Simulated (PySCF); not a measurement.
**What went wrong, or what changed?**

The sound run of [Ce(NH3)3]3+ (singlet in the valence; each metal's 4f electrons, 1 of them, lie in its core potential, out of spins and levels) uses PySCF 2.14.0, RKS PBE0, Ce lcecp-1-SVP with ECP47, N def2-SVP, H def2-SVP; non-relativistic Hamiltonian with scalar-relativistic core potentials where named; density fitting; no spin-orbit coupling, grid (50, 194), threshold 1e-8 and 55 cycles at the relaxed geometry. This run, with dm0 from free metal ions and neutral atoms, differs:

```python
mol = gto.M(atom='''
Ce     0.00000    -0.00000     0.75145
N      2.42199    -0.00083     0.00585
H      3.10480    -0.25632     0.74270
H      2.66581    -0.65043    -0.76303
H      2.78786     0.90558    -0.33635
N     -1.21027     2.09792     0.00585
H     -1.33042     2.81699     0.74270
H     -0.76962     2.63387    -0.76303
H     -2.17819     1.96157    -0.33635
N     -1.21172    -2.09709     0.00585
H     -1.77438    -2.56067     0.74270
H     -1.89619    -1.98345    -0.76303
H     -0.60967    -2.86715    -0.33635''',
    basis={'Ce': 'lcecp-1-SVP', 'N': 'def2-SVP', 'H': 'def2-SVP'},
    ecp={'Ce': 'lcecp-1-SVP'},
    charge=3, spin=0)
mf = dft.RKS(mol, xc='PBE0')
mf.grids.atom_grid = (50, 194)  # f atoms: unpruned, at least (60, 302)
mf = mf.density_fit()  # fitting sets: Ce AutoAux, N def2-universal-JKFIT, H def2-universal-JKFIT
mf.conv_tol = 1e-08; mf.max_cycle = 5
mf.kernel(dm0)
```

**Question.** What was changed, and how did it end?

**Answer.** The cycle limit was cut. The SCF did not converge. These settings are unsound on purpose: the numbers aren't the compound's.
```
init E= -193.339242012479
cycle= 1 E= -199.373193017523  delta_E= -6.03  |g|=  2.4  |ddm|= 3.17
cycle= 2 E= -197.338668392116  delta_E= 2.03  |g|= 3.35  |ddm|= 4.43
cycle= 3 E= -200.54926971605  delta_E= -3.21  |g|= 0.332  |ddm|= 3.51
cycle= 4 E= -200.587571466623  delta_E= -0.0383  |g|= 0.0663  |ddm|= 0.712
cycle= 5 E= -200.588828030782  delta_E= -0.00126  |g|= 0.008  |ddm|= 0.0935
SCF not converged.
```

Run from Python with OMP_NUM_THREADS=2; the lines above give its settings.
It took 1.6 s on 2 threads of Arm Neoverse V2, with other jobs on the host.

An lcecp potential fixes the number of 4f electrons, so in runs with it no electron can move into or out of that shell.
